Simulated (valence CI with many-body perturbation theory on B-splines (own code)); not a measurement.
## Hg LXVIII: calculated level list

Calculated by valence CI with perturbative core correlation (CI+MBPT): three valence electrons over a frozen Dirac-Fock core [Ne], a basis of 11 s, 11 p, 10 d, 8 f, 5 g, 2 h functions for each j, with the one-electron correlation potential Σ1 (screened to all orders), the two-electron term Σ2, the three-electron term Σ3, Breit, model QED; selected single and double excitations, second order for the rest, scaled by the run's own slope (own B-spline code, finite nucleus).

The last digits are not significant, and no measured levels were compared; by estimate large intervals hold to a few tenths of a per cent, small ones and those within an open d or f shell to about a per cent.

Levels 46 to 90 of 157, with energies above the lowest level, (3s^2 3p1/2) J=1/2. "Leading %" is the weight of the configuration and term that name the level; weights of strongly mixed levels are sums over their largest components and can fall short, so below about 35 % the name and the second component can differ from the true leading terms, or belong to a minority configuration. In the jj column 3d3/2^4 stands for four electrons in 3d with j = 3/2. Lifetimes count E1, E2, E3, M1 and M2 decay at the calculated energies, and are blank where another channel may lead or the interval is too uncertain; long ones can be off by a factor of two.

| No. | Configuration | Term | J | E (× 10³ cm⁻¹) | Leading % | g | Leading jj | Lifetime |
| --- | --- | --- | --- | --- | --- | --- | --- | --- |
| 46 | 3p²3d | ²D | 3/2 | 13643 | 32 | 1.049 | 3p1/2 3p3/2 3d3/2 (78 %) | 155 fs |
| 47 | 3p²3d | ²D | 5/2 | 13653 | 29 | 1.120 | 3p1/2 3p3/2 3d3/2 (84 %) | 176 fs |
| 48 | 3p²3d | ⁴P | 1/2 | 13686 | 30 | 1.684 | 3p1/2 3p3/2 3d3/2 (84 %) | 195 fs |
| 49 | 3s3d² | ⁴F | 3/2 | 13878 | 66 | 0.605 | 3s 3d3/2^2 (77 %) | 122 fs |
| 50 | 3s3d² | ⁴F | 5/2 | 14006 | 40 | 1.061 | 3s 3d3/2^2 (76 %) | 103 fs |
| 51 | 3s3d² | ⁴P | 1/2 | 14177 | 53 | 2.190 | 3s 3d3/2^2 (83 %) | 103 fs |
| 52 | 3p²3d | ⁴D | 7/2 | 14320 | 48 | 1.294 | 3p1/2 3p3/2 3d5/2 (98 %) | 316 fs |
| 53 | 3p²3d | ²G | 9/2 | 14384 | 58 | 1.168 | 3p1/2 3p3/2 3d5/2 (90 %) | 605 fs |
| 54 | 3p²3d | ²P | 3/2 | 14422 | 51 | 1.323 | 3p1/2 3p3/2 3d5/2 (94 %) | 334 fs |
| 55 | 3p²3d | ²D | 5/2 | 14457 | 44 | 1.114 | 3p1/2 3p3/2 3d5/2 (90 %) | 381 fs |
| 56 | 3p²3d | ²F | 7/2 | 14561 | 48 | 1.132 | 3p1/2 3p3/2 3d5/2 (75 %) | 532 fs |
| 57 | 3p²3d | ⁴P | 5/2 | 14582 | 43 | 1.260 | 3p1/2 3p3/2 3d5/2 (93 %) | 278 fs |
| 58 | 3p²3d | ²P | 1/2 | 14675 | 43 | 1.227 | 3p1/2 3p3/2 3d5/2 (84 %) | 524 fs |
| 59 | 3p²3d | ²D | 3/2 | 14710 | 58 | 0.943 | 3p1/2 3p3/2 3d5/2 (91 %) | 284 fs |
| 60 | 3s3d² | ⁴F | 7/2 | 14806 | 74 | 1.180 | 3s 3d3/2 3d5/2 (78 %) | 198 fs |
| 61 | 3s3d² | ⁴F | 5/2 | 14807 | 49 | 1.164 | 3s 3d3/2 3d5/2 (97 %) | 249 fs |
| 62 | 3s3d² | ⁴P | 3/2 | 14865 | 83 | 1.537 | 3s 3d3/2 3d5/2 (99 %) | 257 fs |
| 63 | 3s3d² | ²G | 9/2 | 14949 | 59 | 1.175 | 3s 3d3/2 3d5/2 (88 %) | 201 fs |
| 64 | 3s3d² | ²F | 5/2 | 15013 | 48 | 1.119 | 3s 3d3/2 3d5/2 (84 %) | 164 fs |
| 65 | 3s3d² | ²G | 7/2 | 15015 | 72 | 0.952 | 3s 3d3/2 3d5/2 (94 %) | 241 fs |
| 66 | 3s3d² | ²P | 3/2 | 15066 | 36 | 1.075 | 3s 3d3/2 3d5/2 (84 %) | 167 fs |
| 67 | 3s3d² | ²P | 1/2 | 15149 | 55 | 1.220 | 3s 3d3/2 3d5/2 (80 %) | 146 fs |
| 68 | 3p3d² | ⁴G° | 5/2 | 15177 | 52 | 0.736 | 3p1/2 3d3/2^2 (100 %) | 996 fs |
| 69 | 3p3d² | ²D° | 3/2 | 15563 | 41 | 0.774 | 3p1/2 3d3/2^2 (99 %) | 151 fs |
| 70 | 3p3d² | ²P° | 1/2 | 15564 | 46 | 0.642 | 3p1/2 3d3/2^2 (99 %) | 284 fs |
| 71 | 3s3d² | ⁴F | 9/2 | 15735 | 67 | 1.245 | 3s 3d5/2^2 (97 %) | 1.10 ps |
| 72 | 3s3d² | ²D | 5/2 | 15867 | 51 | 1.318 | 3s 3d5/2^2 (98 %) | 947 fs |
| 73 | 3s3d² | ²F | 7/2 | 15941 | 64 | 1.094 | 3s 3d5/2^2 (94 %) | 883 fs |
| 74 | 3s3d² | ²P | 3/2 | 15994 | 49 | 1.095 | 3s 3d5/2^2 (94 %) | 755 fs |
| 75 | 3p³ | ²P° | 3/2 | 16096 | 51 | 1.300 | 3p3/2^3 (99 %) | 87.5 fs |
| 76 | 3s3d² | ²S | 1/2 | 16161 | 65 | 1.866 | 3s 3d5/2^2 (96 %) | 762 fs |
| 77 | 3p3d² | ⁴G° | 7/2 | 16212 | 56 | 1.003 | 3p1/2 3d3/2 3d5/2 (100 %) | 2.49 ps |
| 78 | 3p3d² | ²D° | 5/2 | 16242 | 24 | 1.052 | 3p1/2 3d3/2 3d5/2 (100 %) | 1.63 ps |
| 79 | 3p3d² | ⁴D° | 3/2 | 16303 | 42 | 1.144 | 3p1/2 3d3/2 3d5/2 (100 %) | 1.80 ps |
| 80 | 3p3d² | ⁴P° | 1/2 | 16330 | 49 | 1.762 | 3p1/2 3d3/2 3d5/2 (100 %) | 1.90 ps |
| 81 | 3p3d² | ²H° | 9/2 | 16349 | 53 | 1.006 | 3p1/2 3d3/2 3d5/2 (99 %) | 2.61 ps |
| 82 | 3p3d² | ⁴D° | 5/2 | 16555 | 28 | 1.133 | 3p1/2 3d3/2 3d5/2 (99 %) | 220 fs |
| 83 | 3p3d² | ²F° | 7/2 | 16604 | 47 | 1.101 | 3p1/2 3d3/2 3d5/2 (98 %) | 244 fs |
| 84 | 3p3d² | ²P° | 3/2 | 16652 | 32 | 1.336 | 3p1/2 3d3/2 3d5/2 (99 %) | 202 fs |
| 85 | 3p3d² | ⁴D° | 7/2 | 17344 | 38 | 1.222 | 3p1/2 3d5/2^2 (99 %) | 1.26 ps |
| 86 | 3p3d² | ²G° | 9/2 | 17389 | 32 | 1.114 | 3p1/2 3d5/2^2 (99 %) | 1.66 ps |
| 87 | 3p3d² | ²P° | 3/2 | 17445 | 29 | 1.316 | 3p1/2 3d5/2^2 (99 %) | 1.14 ps |
| 88 | 3p3d² | ²F° | 5/2 | 17471 | 39 | 1.086 | 3p1/2 3d5/2^2 (99 %) | 1.32 ps |
| 89 | 3p3d² | ²P° | 1/2 | 17706 | 71 | 0.644 | 3p1/2 3d5/2^2 (98 %) | 991 fs |
| 90 | 3p²3d | ²D | 3/2 | 17812 | 33 | 1.144 | 3p3/2^2 3d3/2 (99 %) | 92.8 fs |
